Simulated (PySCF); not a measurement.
## EPR parameters of [C7H12]+

C7H12 (charge +1 and doublet state).
Cartesian coordinates in Å at the GFN2-xTB level; atoms count from 1:
```
atom  x, y, z in Å
C1     3.288    0.142    0.196
C2     2.345   -0.610   -0.723
C3     0.965   -0.478   -0.415
C4    -0.215   -0.340   -0.139
C5    -1.600   -0.180    0.158
C6    -2.517   -0.429   -1.036
C7    -1.914    1.092    0.943
H8     3.167   -0.178    1.230
H9     3.089    1.214    0.168
H10    4.317   -0.027   -0.108
H11    2.500   -0.306   -1.771
H12    2.589   -1.686   -0.730
H13   -1.810   -1.015    0.864
H14   -2.293   -1.372   -1.529
H15   -2.385    0.369   -1.767
H16   -3.556   -0.432   -0.717
H17   -2.953    1.090    1.261
H18   -1.274    1.196    1.816
H19   -1.753    1.960    0.304
```

The hyperfine couplings belong to this conformer and change with its torsions.

As a line formula: `CC[C+]=[C]C(C)C` [radical] (charge +1).

Computed with UKS B3LYP, pcH-1 on C H, non-relativistic, mean-field spin-orbit, GIAO (PySCF). Geometry: GFN2-xTB; no solvent, vibrations or thermal averaging. A GFN2-xTB geometry isn't a minimum of the functional, and hyperfine couplings can be far from their values at a DFT geometry, by a factor of two or more for some ions and for spin on atoms past the first row. The SCF solution wasn't tested for stability.

| Quantity | Value |
| --- | --- |
| g1, g2, g3 | 2.00221, 2.00304, 2.02042 |
| g_iso | 2.00856 |
| Form of g | close to axial: the two nearest values differ by 5 % of g3 − g1 |
| ⟨S²⟩ | 0.7519 (exact 0.7500) |
| α and β electrons | 27, 26 |
| HOMO–LUMO gap, α and β orbitals | 8.01, 2.08 eV |
| Basis functions | 295 |

Hyperfine couplings atom by atom, in MHz; T1 to T3 are the principal values of the dipolar part; ρ(0) is the spin density at the nucleus:

```
atom  isotope  a_iso     T1     T2    T3  Mulliken spin population  ρ(0) (bohr⁻³)
  C1      13C   -2.2   -0.7    0.2   0.5                      0.00        -0.0020
  C2      13C  -18.1   -6.7   -4.6  11.3                     -0.01        -0.0161
  C3      13C   10.7  -39.3  -32.9  72.1                      0.38         0.0095
  C4      13C    5.9  -37.0  -28.6  65.6                      0.34         0.0053
  C5      13C  -14.5   -8.5   -7.3  15.8                      0.01        -0.0129
  C6      13C    7.8   -3.1   -2.7   5.8                      0.02         0.0069
  C7      13C    8.4   -3.2   -2.8   6.0                      0.02         0.0074
  H8       1H   11.4   -2.2   -1.3   3.5                      0.01         0.0025
  H9       1H   12.5   -2.2   -1.3   3.5                      0.01         0.0028
 H10       1H   -1.7   -1.3   -1.3   2.6                      0.00        -0.0004
 H11       1H  138.0   -6.3   -2.9   9.3                      0.05         0.0309
 H12       1H  145.5   -6.4   -2.9   9.3                      0.05         0.0325
 H13       1H  257.6   -8.0   -4.0  12.0                      0.10         0.0576
 H14       1H    2.6   -2.7   -1.7   4.3                      0.00         0.0006
 H15       1H   25.8   -2.9    0.2   2.7                      0.01         0.0058
 H16       1H   -2.4   -2.6   -1.1   3.7                      0.00        -0.0005
 H17       1H   -2.3   -2.6   -1.1   3.7                      0.00        -0.0005
 H18       1H    2.4   -2.7   -1.7   4.4                      0.00         0.0005
 H19       1H   25.5   -2.9    0.2   2.7                      0.01         0.0057
```

The largest Mulliken spin populations are on C3 (+0.38), C4 (+0.34) and H13 (+0.10).

C4, the radical centre as drawn in `CC[C+]=[C]C(C)C`, holds a spin population of +0.34 out of 1.

Axes: g3 points within 1° of the C4–C5 bond.

Under fast tumbling the dipolar parts average out, and these isotropic splittings remain: 1 × 1H (H13, I = 1/2, 2 lines) with 9.16 mT, 2 × 1H (H11/H12, I = 1/2, 3 lines) with 5.04 mT, 6 × 1H (H14 (×6), I = 1/2, 7 lines) with 0.31 mT and 3 × 1H (H8/H9/H10, I = 1/2, 4 lines) with 0.26 mT.

Means are taken over nuclei equivalent by connectivity, which assumes that they swap fast. The six 1H nuclei of mean +8.6 MHz run from -2.4 to 25.8 MHz in the frozen geometry. The three 1H nuclei of mean +7.4 MHz run from -1.7 to 12.5 MHz in the frozen geometry.

The 13C coupling of C2 (-18.1 MHz) shows only in satellite lines or after enrichment, since that isotope makes up about 1.07 % of natural carbon.
